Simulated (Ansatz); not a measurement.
Species: Y, charge 0, doublet.

Total energies in def2-QZVPP, 3 correlated electrons, 4 frozen orbitals. Open shells are spin-unrestricted; no spin-orbit coupling. Correlated methods leave the cores frozen (noble-gas shells, and filled d and f shells in the p block). Past Kr the def2 sets carry scalar-relativistic core potentials. The determinant of Y ([Y], doublet) is a saddle point of the SCF energy; a lower one exists, which strains HF and MP2.

```csv
method,program,energy (Eh),minus CCSDT (mEh)
HF,Ansatz,-37.81939,45.21
MP2,Ansatz,-37.85180,12.81
CCSD,Ansatz,-37.86200,2.61
CCSD(T),Ansatz,-37.86380,0.81
CCSDT,Ansatz,-37.86461,0.00
```

Ansatz is a program for electronic structure.
